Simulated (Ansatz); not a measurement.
`C[NH][Zr]([F])([F])[F]`. Charge 0, multiplicity 1. Zr: def2 effective core potential. The geometry is a stationary point of PBE0-D4/def2-TZVP. It is one conformer, not always the lowest.

```xyz
10

C     0.021   -1.465   -0.408
N     0.690   -0.218   -0.086
Zr   -0.235    1.489    0.422
F    -1.434    1.951   -0.994
F     1.106    2.808    0.729
F    -1.312    1.143    1.962
H     0.239   -1.797   -1.428
H     0.293   -2.268    0.285
H    -1.065   -1.340   -0.340
H     1.698   -0.302   -0.143
```

**Question.** What is the dipole moment at PBE/def2-TZVPP? (An estimate is asked.)

**Answer.** Ansatz gave: 2.75 D, with components (1.49, -2.21, -0.67) D in this frame, pointing from negative to positive charge.

**Question.** And with r2SCAN, B3LYP, ωB97M-V? (Estimate.)

**Answer.** Ansatz gave: r2SCAN 2.77 D, B3LYP 2.81 D, ωB97M-V 2.68 D.

**Question.** Give the Mulliken charges with PBE, B3LYP, r2SCAN in def2-TZVPP. (Estimate.)

**Answer.** Ansatz gave: 
```csv
atom,PBE,B3LYP,r2SCAN
C1,-0.17,-0.16,-0.01
N2,-0.45,-0.50,-0.53
Zr3,1.26,1.45,1.43
F4,-0.36,-0.41,-0.40
F5,-0.35,-0.40,-0.39
F6,-0.36,-0.41,-0.40
H7,0.10,0.11,0.06
H8,0.10,0.11,0.06
H9,0.09,0.08,0.04
H10,0.14,0.13,0.14
```

B3LYP here is the variant with VWN-RPA as its local correlation; programs differ in this.
